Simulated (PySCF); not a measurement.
## In+ (indium, charge +1): UHF calculation

Configuration: [Kr] 4d10 5s2, closed-shell 1S. Computed with PySCF 2.14 in cc-pVDZ-PP with ECP28MDF (4s3p2d, 23 functions), with a scalar-relativistic core potential.

```
Total energy             : -189.013904 hartree
One-electron energy      : -329.2970 hartree
Hartree (Coulomb) energy : 155.9279 hartree
Exchange energy          : -15.6449 hartree
⟨S²⟩                     : 0.0000
⟨L²⟩                     : 0.000
Sum of ⟨r⟩               : 24.30 bohr
Sum of ⟨r²⟩              : 39.02 bohr²
Time after the integrals : 0.08 s of wall time on 1 thread of Neoverse-N1 (shared host)
```

```csv
shell,electrons,mean orbital energy (hartree),"rms radius, mean of both spins (bohr)"
4s,2,-5.64355,0.912
4p,6,-3.89568,0.996
4d,10,-1.27997,1.27
5s,2,-0.63495,2.77
```

Energies and moments cover only the electrons outside the core potential.
